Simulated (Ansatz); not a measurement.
Ansatz (a quantum-chemistry and plane-wave program) input (CCSD(T,core; 1s of Na to Cl frozen)/cc-pwCVTZ):
A basis named .json is the Basis Set Exchange file of that set.

Ansatz 0.2 input:
```yaml
crystal:
  periodic: [false, false, false]
  atoms:
    - {symbol: Si, position_ang: [-0.74371242, -0.15116740, -0.42968688]}
    - {symbol: C, position_ang: [-2.03954079, 1.09506329, -1.04453355]}
    - {symbol: C, position_ang: [-1.33039214, -0.86899610, 1.20515950]}
    - {symbol: N, position_ang: [0.77737378, 0.58103867, -0.27519270]}
    - {symbol: Si, position_ang: [2.31508204, -0.17003102, 0.44341907]}
    - {symbol: H, position_ang: [-0.81527723, -1.28358912, -1.41919376]}
    - {symbol: H, position_ang: [-3.01645314, 0.62096179, -1.18111045]}
    - {symbol: H, position_ang: [-1.74356362, 1.52610553, -2.00553866]}
    - {symbol: H, position_ang: [-2.15510183, 1.91597253, -0.33143391]}
    - {symbol: H, position_ang: [-2.27357595, -1.41113421, 1.08619775]}
    - {symbol: H, position_ang: [-0.57314040, -1.55206745, 1.59276722]}
    - {symbol: H, position_ang: [-1.46964826, -0.07651259, 1.94514050]}
    - {symbol: H, position_ang: [0.98517361, 1.33087599, -0.91587018]}
    - {symbol: H, position_ang: [1.82225486, -0.34569699, 1.89679918]}
    - {symbol: H, position_ang: [2.01813857, -1.65181168, 0.10258508]}
basis:
  gaussian:
    orbitals: cc-pwCVTZ.json
total_charge: -1
magnetization: {spin_polarized: false}
correlation: {method: ccsd_t, frozen_orbitals: {C: 0, H: 0, N: 0, Si: 1}}
```

Output:

```
Functional definition: HF
integrals: 5.57 GiB planned
2189 factors; integrals over basis functions are off by at most 1.1e-3 eV
2.71 GiB of device memory are held for the factors and their scratch space
mean field: 2.62 GiB planned
mean field evaluation 1: about -19425.1140 eV, gradient 3.3e1 eV
mean field evaluation 2: about -19425.4007 eV, gradient 3.4e1 eV
mean field evaluation 4: about -19428.6916 eV, gradient 5.1e0 eV
mean field evaluation 8: about -19428.7770 eV, gradient 2.9e-1 eV
mean field evaluation 16: about -19425.1127 eV, gradient 3.3e1 eV
mean field -19428.77758420 eV, -713.9944069210 hartree, gradient 1.8e-6 eV, S^2 0.000000; 0 other end points of the search recorded, 0 dependent functions left out
2 core orbitals not correlated
reference -19428.77758420 eV, -713.9944069210 hartree; 27, 27 occupied and 358, 358 virtual orbitals, 2189 factors
second order -40.80614308 eV of doubles, -0.00000000 eV of singles
coupled cluster: 38.16 GiB planned
cycle   1  -41.91246916 eV  change    -1.1e0 eV  update   1.1e-1
cycle   2  -42.65282313 eV  change   -7.4e-1 eV  update   3.2e-2
cycle   3  -42.76092966 eV  change   -1.1e-1 eV  update   1.6e-2
cycle   4  -42.74525589 eV  change    1.6e-2 eV  update   4.0e-3
cycle   5  -42.74305410 eV  change    2.2e-3 eV  update   2.0e-3
cycle   6  -42.74368773 eV  change   -6.3e-4 eV  update   6.1e-4
cycle   7  -42.74350972 eV  change    1.8e-4 eV  update   2.6e-4
cycle   8  -42.74342376 eV  change    8.6e-5 eV  update   9.1e-5
cycle   9  -42.74344800 eV  change   -2.4e-5 eV  update   3.6e-5
perturbative correction -1.18315782 eV, -0.0434802478 hartree
Total energy: -19472.70419002 eV, -715.6086799104 hartree
```

It need not be the lowest isomer of its formula. Whether it binds its extra electron was not tested at this geometry.
